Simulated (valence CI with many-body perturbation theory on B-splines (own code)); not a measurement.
Tb²⁶⁺: what the settings do

Computed by valence CI with perturbative core correlation (CI+MBPT): three valence electrons over a frozen Dirac-Fock core [Kr], radial functions for each j: 6 s, 6 p, 5 d, 5 f, 1 g, with the one-electron correlation potential Σ1 (screened to all orders), the two-electron term Σ2, the three-electron term Σ3, Breit, model QED; selected single and double excitations, second order for the rest (own B-spline code, finite nucleus).

No measured spectrum was set against this ion. As an estimate, large intervals hold to a few tenths of a per cent, small ones and those within an open d or f shell to about a per cent. Only levels of the ground parity were solved; by the run's estimate the other parity begins above the list, which can be wrong where configurations are misplaced.

The reference run has the lowest level (4d3/2^3) J=3/2 and an ionisation energy of 910.159 eV. Its largest variational space holds 2480 state functions.

Levels are named by their leading jj configuration (3d3/2^4 stands for four electrons in 3d with j = 3/2), which in mixed levels can hold well under half, so a name can repeat and another be missing. Letters in brackets count levels of one name in rising energy.

Changed runs:
A. Breit term on → off; QED terms on → off; natural orbitals for correlation on → off
B. correlating orbitals by l 3 3 3 3 1 → 4 2 1 2 2
C. highest l with Σ1, explicit Σ2 and valence Breit (higher l get mean screening factors) 3 → 0
D. box radius (bohr) 5.5307 → 1.07 (bad on purpose)

Excitation energies of the reference run in cm⁻¹, and shifts in cm⁻¹:

```csv
Level,Reference,A,B,C,D
(4d3/2^2 4d5/2) J=5/2 [a],50361,+1119,-14,-469,
(4d3/2^2 4d5/2) J=3/2,68830,+1339,-8.2,+248,
(4d3/2^2 4d5/2) J=7/2,72213,+1798,0,+853,
(4d3/2^2 4d5/2) J=9/2,77642,+2033,+14,+2298,
(4d3/2^2 4d5/2) J=1/2,79794,+1585,-11,+664,
(4d3/2^2 4d5/2) J=5/2 [b],120932,+2295,+5.6,+542,
(4d3/2 4d5/2^2) J=7/2 [a],126572,+2781,+6.4,+205,
(4d3/2 4d5/2^2) J=9/2,134288,+3154,+2.0,+1065,
(4d3/2 4d5/2^2) J=3/2 [a],146670,+2904,+8.2,-956,
(4d3/2 4d5/2^2) J=1/2,153209,+3202,+1.6,-493,
(4d3/2 4d5/2^2) J=11/2,159299,+3778,+27,+3557,
(4d3/2 4d5/2^2) J=5/2 [a],165372,+3124,+28,+2194,
Ionisation energy (eV),910.159,+0.313,-0.008,-0.105,-12.642
```

A blank means that the level has no clear partner in that run.
